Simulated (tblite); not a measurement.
Species: C7H11BrN2.
Bonds: C1–C2, C2–C3, C3–N4, N4–N5 (aromatic), N5–C6 (aromatic), C6–C7, C6–C8 (aromatic), C8–C9 (aromatic), C9–Br10, N4–C9 (aromatic). Hydrogens: H11, H12, H13 on C1; H14, H15 on C2; H16, H17 on C3; H18, H19, H20 on C7; H21 on C8.

Computed with GFN2-xTB (tblite), gas phase: L-BFGS steps from a force-field or distance-geometry start until the largest atomic force falls under 0.01 eV/Å.

Step 21: E = -830.8485 eV
```
atom  x, y, z in Å  |  force x, y, z in eV/Å
C1      3.4607   -0.5387   -0.0022    0.010   0.012  -0.026
C2      2.0665    0.0129   -0.3067   -0.057   0.035  -0.003
C3      1.0860   -0.3187    0.8199   -0.052  -0.042   0.018
N4     -0.2557    0.1095    0.5278   -0.004   0.028   0.037
N5     -1.1487   -0.7177   -0.0112    0.040   0.008   0.063
C6     -2.2887   -0.0521   -0.1141    0.036  -0.005   0.007
C7     -3.5120   -0.6841   -0.6754    0.030  -0.014  -0.007
C8     -2.1331    1.2586    0.3690   -0.005   0.011   0.027
C9     -0.8155    1.3145    0.7677   -0.021   0.019   0.004
Br10    0.1644    2.7254    1.5357   -0.087  -0.078  -0.059
H11     3.5641   -0.7767    1.0536    0.001   0.047   0.006
H12     3.6580   -1.4408   -0.5715   -0.027  -0.083   0.018
H13     4.2239    0.1877   -0.2580    0.062   0.037  -0.031
H14     2.1059    1.0951   -0.4331    0.018   0.056   0.046
H15     1.6831   -0.4085   -1.2357   -0.003  -0.020  -0.040
H16     1.0429   -1.3989    0.9675    0.000  -0.047  -0.004
H17     1.4131    0.1600    1.7494   -0.018  -0.030  -0.030
H18    -3.7111   -0.2996   -1.6751   -0.017   0.021   0.008
H19    -3.3586   -1.7567   -0.7399    0.004  -0.032  -0.014
H20    -4.3788   -0.4809   -0.0487    0.048   0.037  -0.006
H21    -2.8754    2.0264    0.4353    0.042   0.043  -0.015
```

Step 22: E = -830.8505 eV
```
atom  x, y, z in Å  |  force x, y, z in eV/Å
C1      3.4606   -0.5367   -0.0045    0.020  -0.007  -0.016
C2      2.0626    0.0122   -0.3012    0.017   0.044  -0.039
C3      1.0831   -0.3236    0.8232   -0.021  -0.043   0.007
N4     -0.2564    0.1065    0.5289   -0.017   0.037   0.043
N5     -1.1500   -0.7180   -0.0118    0.016   0.001   0.058
C6     -2.2887   -0.0495   -0.1172    0.039  -0.002   0.002
C7     -3.5112   -0.6835   -0.6775    0.016  -0.023  -0.005
C8     -2.1303    1.2608    0.3655   -0.002   0.012   0.043
C9     -0.8132    1.3125    0.7672   -0.027   0.054   0.007
Br10    0.1684    2.7255    1.5321   -0.093  -0.096  -0.061
H11     3.5742   -0.7668    1.0526   -0.009   0.067  -0.007
H12     3.6533   -1.4466   -0.5650   -0.034  -0.044   0.017
H13     4.2225    0.1890   -0.2733    0.018  -0.009  -0.025
H14     2.1030    1.0943   -0.4203    0.015   0.095   0.045
H15     1.6789   -0.3992   -1.2344   -0.001  -0.045  -0.039
H16     1.0413   -1.4030    0.9691   -0.009  -0.078   0.000
H17     1.4110    0.1543    1.7517   -0.020  -0.022   0.003
H18    -3.7176   -0.3029   -1.6774    0.010   0.025   0.011
H19    -3.3519   -1.7553   -0.7386   -0.005  -0.043  -0.026
H20    -4.3789   -0.4844   -0.0509    0.050   0.043   0.011
H21    -2.8694    2.0315    0.4358    0.038   0.035  -0.029
```

Step 23: E = -830.8528 eV
```
atom  x, y, z in Å  |  force x, y, z in eV/Å
C1      3.4607   -0.5346   -0.0075    0.018  -0.021  -0.006
C2      2.0586    0.0121   -0.2963    0.086   0.045  -0.064
C3      1.0798   -0.3295    0.8266    0.027  -0.031  -0.013
N4     -0.2574    0.1038    0.5313   -0.018   0.023   0.044
N5     -1.1511   -0.7183   -0.0109   -0.010  -0.011   0.044
C6     -2.2880   -0.0470   -0.1203    0.012  -0.001  -0.004
C7     -3.5099   -0.6834   -0.6799    0.007  -0.026  -0.001
C8     -2.1276    1.2631    0.3625   -0.006   0.009   0.044
C9     -0.8114    1.3109    0.7670   -0.029   0.064   0.007
Br10    0.1702    2.7242    1.5272   -0.072  -0.078  -0.043
H11     3.5844   -0.7550    1.0514   -0.019   0.087  -0.021
H12     3.6477   -1.4537   -0.5574   -0.039   0.009   0.018
H13     4.2214    0.1902   -0.2898   -0.033  -0.065  -0.022
H14     2.1002    1.0950   -0.4059    0.007   0.105   0.040
H15     1.6745   -0.3900   -1.2339    0.007  -0.052  -0.022
H16     1.0395   -1.4089    0.9706   -0.021  -0.086  -0.002
H17     1.4088    0.1478    1.7538   -0.017  -0.018   0.039
H18    -3.7245   -0.3058   -1.6794    0.043   0.025   0.013
H19    -3.3449   -1.7546   -0.7377   -0.017  -0.042  -0.038
H20    -4.3777   -0.4871   -0.0530    0.049   0.042   0.030
H21    -2.8622    2.0377    0.4358    0.027   0.025  -0.044
```

Step 24: E = -830.8552 eV
```
atom  x, y, z in Å  |  force x, y, z in eV/Å
C1      3.4610   -0.5327   -0.0109    0.001  -0.024   0.003
C2      2.0556    0.0130   -0.2926    0.116   0.037  -0.062
C3      1.0769   -0.3362    0.8295    0.071  -0.010  -0.031
N4     -0.2586    0.1014    0.5348   -0.012  -0.003   0.037
N5     -1.1522   -0.7187   -0.0087   -0.038  -0.018   0.023
C6     -2.2870   -0.0448   -0.1232   -0.011  -0.005   0.000
C7     -3.5080   -0.6838   -0.6824   -0.003  -0.023   0.005
C8     -2.1253    1.2652    0.3603   -0.016  -0.005   0.025
C9     -0.8103    1.3100    0.7668   -0.022   0.033   0.002
Br10    0.1700    2.7217    1.5214   -0.030  -0.025  -0.006
H11     3.5940   -0.7415    1.0497   -0.026   0.097  -0.027
H12     3.6412   -1.4612   -0.5493   -0.040   0.054   0.017
H13     4.2204    0.1903   -0.3066   -0.069  -0.112  -0.025
H14     2.0977    1.0976   -0.3906    0.000   0.082   0.027
H15     1.6704   -0.3816   -1.2340    0.023  -0.037   0.005
H16     1.0373   -1.4163    0.9718   -0.028  -0.060  -0.014
H17     1.4064    0.1407    1.7563   -0.010  -0.024   0.063
H18    -3.7305   -0.3079   -1.6810    0.074   0.021   0.015
H19    -3.3384   -1.7548   -0.7377   -0.029  -0.028  -0.046
H20    -4.3752   -0.4885   -0.0545    0.043   0.032   0.047
H21    -2.8543    2.0447    0.4349    0.006   0.017  -0.057
```

Question: Estimate the geometry and energy of step 25. (The exact step hangs on the optimiser's Hessian estimate; all steps are aligned on step 24, rigid shifts and turns removed.)

Answer: E = -830.8576 eV, largest force 0.150 eV/Å
```
atom  x, y, z in Å  |  force x, y, z in eV/Å
C1      3.4612   -0.5312   -0.0141   -0.024  -0.013   0.011
C2      2.0544    0.0148   -0.2902    0.088   0.026  -0.030
C3      1.0753   -0.3425    0.8317    0.082   0.014  -0.035
N4     -0.2598    0.0993    0.5389    0.002  -0.036   0.021
N5     -1.1537   -0.7191   -0.0058   -0.043  -0.023   0.006
C6     -2.2862   -0.0428   -0.1258   -0.035  -0.012   0.010
C7     -3.5061   -0.6847   -0.6846   -0.007  -0.013   0.012
C8     -2.1238    1.2670    0.3588   -0.023  -0.017  -0.002
C9     -0.8098    1.3095    0.7666   -0.009  -0.017  -0.003
Br10    0.1691    2.7185    1.5159    0.019   0.042   0.035
H11     3.6023   -0.7270    1.0478   -0.029   0.095  -0.017
H12     3.6344   -1.4675   -0.5416   -0.035   0.069   0.011
H13     4.2187    0.1886   -0.3226   -0.071  -0.127  -0.038
H14     2.0956    1.1017   -0.3760   -0.003   0.035   0.006
H15     1.6673   -0.3749   -1.2340    0.042  -0.008   0.030
H16     1.0346   -1.4241    0.9725   -0.025  -0.009  -0.033
H17     1.4036    0.1335    1.7597    0.002  -0.039   0.063
H18    -3.7345   -0.3093   -1.6821    0.093   0.017   0.013
H19    -3.3331   -1.7557   -0.7387   -0.040  -0.008  -0.049
H20    -4.3717   -0.4890   -0.0549    0.031   0.017   0.056
H21    -2.8469    2.0518    0.4327   -0.015   0.008  -0.066
```

The energy changes by -0.0024 eV. The first-order estimate −F·Δx gives -0.0033 eV and the mean of the old and new forces, exact on a quadratic surface, -0.0024 eV. The step makes an angle of 75° with the force vector and moves no atom by more than 0.017 Å.

What follows is the cost of the whole relaxation. On one thread of an Arm Neoverse V1, no GPU, on a shared host, this took 1.1 s.
